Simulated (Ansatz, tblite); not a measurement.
Cost and result up the ladder for Li₃Si (the lowest doublet isomer of a short search) (4 atoms). Total charge 0; doublet. Geometry: PBE-D4/def2-TZVP.

```xyz
4

Li    0.885    2.213    0.224
Li   -1.207   -2.004    0.506
Li    0.649   -0.420   -1.466
Si   -0.327    0.212    0.736
```

Ansatz on 4 threads of Intel Xeon on a shared host; xTB runs through tblite on one thread. Times are rough, summed over both states, and most runs start from the orbitals of an earlier one. RPA@PBE/def2-TZVP serves as the yardstick here, not as an exact answer. The other state is a quartet at its own geometry, which has other bonds, so the gap mixes isomer and spin.

The xTB rows come from tblite. LC-ωPBE has ω = 0.4 bohr⁻¹. Correlated methods freeze 5 core orbitals; core or outer-core shells of Li are correlated, in sets that lack core-valence functions. The structure comes from a short search, and lower isomers may exist.

Run but left out: HF/def2-TZVP, HF/def2-TZVPP, PBE-QIDH/def2-TZVP, MP2/def2-TZVP, MP2/def2-TZVPP, CCSD/def2-TZVPP, CCSD(T)/def2-TZVPP (doublet: ⟨S²⟩ 1.15 to 1.56, where a pure state has 0.75).

Correlated methods converge slowly with the basis.

xTB has no spin-polarisation term.

```csv
level,functions,wall time,quartet − doublet (eV),difference from RPA@PBE/def2-TZVP (eV),remarks
GFN1-xTB,21,0.035 s,2.21,1.65,–
GFN2-xTB,21,0.038 s,1.08,0.52,–
PBE-D4/def2-TZVP,79,9.3 s,0.63,0.07,–
BLYP-D4/def2-TZVP,79,9.8 s,0.70,0.14,–
RPA@PBE/def2-TZVP,79,12 s,0.56,0.00,–
LC-ωPBE/def2-TZVP,79,19 s,0.35,-0.21,spin-contaminated (⟨S²⟩ 0.86) (doublet)
B97M-V/def2-TZVP,79,19 s,0.69,0.13,–
r2SCAN-D4/def2-TZVP,79,21 s,0.57,0.01,spin-contaminated (⟨S²⟩ 0.84) (doublet)
r2SCAN0-D4/def2-TZVP,79,21 s,0.50,-0.06,spin-contaminated (⟨S²⟩ 0.90) (doublet)
PBE0-D4/def2-TZVP (with forces),79,31 s,0.55,-0.01,–
```
